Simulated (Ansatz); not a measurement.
Molecule: CaO₂H₂ (charge 0, singlet). SMILES: [OH][Ca][OH]
Geometry: optimised at B3LYP-D3(BJ)/def2-TZVP (Ansatz, an electronic-structure program).

Wanted: atomisation energy, in kcal/mol. Set-up: dispersion terms only where a functional's name holds one; no spin-orbit coupling; 6-311+G** with 5d; open shells spin-unrestricted; atomisation electronic, to ground-state atoms; non-relativistic. Ab initio and DFT rows: single points at B3LYP-D3(BJ) geometries (Ansatz).

```
species       coefficient  E at B3LYP/6-311+G** (Ansatz), Eh  E at PBE0/def2-TZVPD (Ansatz), Eh
------------  -----------  ---------------------------------  ---------------------------------
[OH][Ca][OH]           -1                         -829.42435                         -829.07291
Ca atom                +1                         -677.57602                         -677.37586
H atom                 +2                           -0.50216                           -0.50104
O atom                 +2                          -75.08988                          -75.01925
```

 1 Eh = 627.5095 kcal/mol.

Q: Compute it at each level from the table.

A: 
- B3LYP/6-311+G**: the sum of coefficient times E is 0.66425 Eh, or 416.82 kcal/mol. Result: 416.8 kcal/mol.
- PBE0/def2-TZVPD: the sum of coefficient times E is 0.65647 Eh, or 411.94 kcal/mol. Result: 411.9 kcal/mol.
